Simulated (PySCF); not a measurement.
Species: C5H7FO2.
SMILES with atom numbers: `[CH3:1][O:2][C@:3]1([F:4])[CH:5]=[CH:6][O:7][CH2:8]1` (hydrogens: H9, H10, H11 on C1; H12 on C5; H13 on C6; H14, H15 on C8)

The closed-shell SCF was solved with PySCF and density fitting under several settings on one GFN2-xTB geometry (grid level 2 and gas phase unless stated).

| settings | basis functions | SCF cycles | E (Eh) | HOMO (eV) | LUMO (eV) | dipole (D) |
| --- | --- | --- | --- | --- | --- | --- |
| PBE0/pcSseg-1 | 171 | 14 | -444.4645 | -6.91 | 0.24 | 1.63 |
| PBE0/def2-SVPD | 225 | 14 | -444.2100 | -7.01 | 0.09 | 1.60 |
| WP04/def2-SVP | 147 | 14 | -454.0490 | -7.96 | -1.84 | 1.69 |
| PBE0/aug-cc-pVDZ, IEF-PCM acetonitrile, start guess huckel, fitting basis def2-universal-jkfit | 247 | 14 | -444.5788 | -6.91 | 0.12 | 2.01 |
| BP86/def2-SVP | 147 | 15 | -444.6551 | -5.55 | -0.67 | 1.36 |
| WP04/6-31++G**, grid level 1, level shift 0.2 Eh | 186 | 12 | -454.4055 | -8.04 | -1.96 | 1.81 |
| WP04/pcSseg-1, start guess sap, fitting basis def2-universal-jkfit | 171 | 15 | -454.3554 | -8.08 | -1.97 | 1.79 |

Estimate the rows for these settings: (1) mPW1PW91/Sadlej pVTZ, IEF-PCM acetonitrile, energy threshold 1e-08 Eh; (2) X3LYP/6-31G, start guess sap.

| settings | basis functions | SCF cycles | E (Eh) | HOMO (eV) | LUMO (eV) | dipole (D) |
| --- | --- | --- | --- | --- | --- | --- |
| mPW1PW91/Sadlej pVTZ, IEF-PCM acetonitrile, energy threshold 1e-08 Eh | 255 | 10 | -445.0151 | -6.94 | 0.07 | 2.02 |
| X3LYP/6-31G, start guess sap | 86 | 13 | -444.6737 | -6.53 | 0.37 | 1.92 |

Over all rows, what range does the HOMO–LUMO gap span?

From 4.88 eV (BP86/def2-SVP) to 7.15 eV (PBE0/pcSseg-1). The functional of the narrowest has no exact exchange, that of the widest 25 % exact exchange.

And the dipole moment?

From 1.36 D (BP86/def2-SVP) to 2.02 D (mPW1PW91/Sadlej pVTZ, IEF-PCM acetonitrile, energy threshold 1e-08 Eh); the largest is 1.49 times the smallest, and the median is 1.79 D.

Compare two rows with the functional PBE0: PBE0/pcSseg-1 and PBE0/def2-SVPD. Which energy is lower, and by how much?

PBE0/pcSseg-1 (171 functions) lies 0.2545 Eh or 160 kcal/mol below PBE0/def2-SVPD (225 functions). The smaller set gives the lower energy; the two sets aren't nested, so the variational bound doesn't order them by size.

Cycle counts include a coarse-grid stage where the run had one. All basis functions are spherical, in the Pople sets too. WP04 was designed for NMR shieldings or shifts; total energies of different functionals aren't comparable. Geometry: GFN2-xTB, one conformer.

Shape of the structure used: `[CH3:1][O:2][C@:3]1([F:4])[CH:5]=[CH:6][O:7][CH2:8]1`: C1–O2–C3–F4 64°.
